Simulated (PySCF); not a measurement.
SMILES [Cl][InH][Cl] (HCl2In), CAM-B3LYP/def2-SVP optimised geometry.

```
4

In    -0.69    -0.38     0.00
H     -1.64    -1.78     0.00
Cl    -1.58     1.78     0.00
Cl     1.64    -0.38     0.00
```

Density from CAM-B3LYP/def2-TZVP, def2 effective core potentials past Kr in PySCF at that geometry. The core electrons that the potentials of In replace are not part of the density.

Minimum of the electron density along straight lines between bonded atoms, close to the bond critical point (lines longer than 1.1 times the sum of covalent radii, or with two minima, are not listed):

| bond | length / Å | ρ at the minimum / e bohr⁻³ | ∇²ρ there / e bohr⁻⁵ | position (fraction from the first atom) |
|---|---|---|---|---|
| In1–H2 | 1.698 | 0.111 | 0.09 | 0.64 |
| In1–Cl3 | 2.334 | 0.085 | 0.21 | 0.48 |
| In1–Cl4 | 2.334 | 0.085 | 0.21 | 0.48 |
